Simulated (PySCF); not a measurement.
## V³⁺: ionisation energy

V³⁺ [Ar] 3d2 [3d3/2^2, M_J = 2] → V⁴⁺ [Ar] 3d1 [3d3/2^1, M_J = 3/2], as a difference of total energies. All numbers are calculated (PySCF 2.14, the two-component X2C-1e Hamiltonian, in x2c-TZVPPall-2c (6s7p4d2f1g, 70 functions)). Correlated levels: [Ne] frozen. "Screened" scales the spin-orbit matrix elements by Boettger's factors to mimic the two-electron term; Breit and QED terms are absent.

| method | ionisation energy (eV) | error (eV) |
| --- | --- | --- |
| GHF (spin-free) | 45.733 | -0.976 |
| GMP2 (spin-free) | 46.361 | -0.348 |
| GHF (screened spin-orbit) | 45.734 | -0.975 |
| GMP2 (screened spin-orbit) | 46.353 | -0.356 |

Reference: 46.709 ± 0.005 eV (measured; NIST Atomic Spectra Database, ionization energies).

Errors of the correlated levels include the incompleteness of this basis and the frozen core.

The labels give the starting determinants; with spin-orbit coupling the two ends relaxed to ⟨J²⟩ = 7.79, ⟨L²⟩ = 12.00, ⟨S²⟩ = 2.00 and ⟨J²⟩ = 3.94, ⟨L²⟩ = 6.01, ⟨S²⟩ = 0.75.

The determinant of V³⁺ mixes levels of different J (the jj label is only the starting occupation), so the difference between spin-free and spin-orbit rows is not the physical spin-orbit shift.
